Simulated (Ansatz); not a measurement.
Geometry optimisation, Ansatz 0.2.0, RKS B3LYP-D4/def2-SVP.

Input:

```yaml
crystal:
  periodic: [false, false, false]
  atoms:
    - { symbol: "N", position_ang: [0.3959, 1.3179, 0.0102] }
    - { symbol: Si, position_ang: [0.48, -0.3536, -0.4976] }
    - { symbol: F, position_ang: [2.078, -0.7861, -0.5833] }
    - { symbol: F, position_ang: [-0.1473, -0.5441, -2.0184] }
    - { symbol: Te, position_ang: [-0.6856, -1.7951, 1.142] }
    - { symbol: H, position_ang: [-0.6727, 1.5882, 0.0783] }
    - { symbol: H, position_ang: [0.7731, 1.4328, 0.9651] }
    - { symbol: H, position_ang: [-2.1293, -0.9172, 0.8479] }
basis:
  gaussian: { orbitals: def2-SVP }
hamiltonian:
  xc: b3lyp
  dispersion: d4
relax:
  f_tol: 0.015
  max_steps: 40
```

Launched with:

```bash
$ ansatz run input.yaml --threads 2 --pin off --max-ram 3072MiB --backend cpu --events-out ev --progress --plain --runs-dir out
```

Task: Where does it end, and by what steps?

Result: The forces met the threshold. After 16 steps the energy has fallen by 0.447 eV; H6 moved furthest, 1.11 Å.

```
step  energy less start (eV)  largest force component (eV/Å)  accepted
   0                  0.0000                           2.669       yes
   1                 -0.2052                           1.369       yes
   2                 -0.2755                           0.724       yes
   3                 -0.3296                           1.740       yes
   4                 -0.3789                           0.507       yes
   5                 -0.3896                           0.281       yes
   6                 -0.3992                           0.553       yes
   7                 -0.4329                           0.186       yes
   8                 -0.4246                           0.595        no
   9                 -0.4381                           0.127       yes
  10                 -0.4446                           0.074       yes
  11                 -0.4459                           0.089       yes
  12                 -0.4454                           0.142        no
  13                 -0.4464                           0.046       yes
  14                 -0.4465                           0.043       yes
  15                 -0.4463                           0.032        no
  16                 -0.4466                           0.007       yes
```

```xyz
8
Properties=species:S:1:pos:R:3
N 0.175 1.232 0.129
Si 0.379 -0.348 -0.448
F 1.916 -0.840 -0.621
F -0.220 -0.353 -1.950
Te -0.596 -2.058 1.074
H 0.162 2.032 -0.496
H 0.308 1.482 1.102
H -2.030 -1.204 1.154
```

Whether the end is a true minimum wasn't checked by a vibrational analysis.

Run time: 59 s on 2 threads of Arm Neoverse V1, on a shared host, peak memory 0.24 GiB.
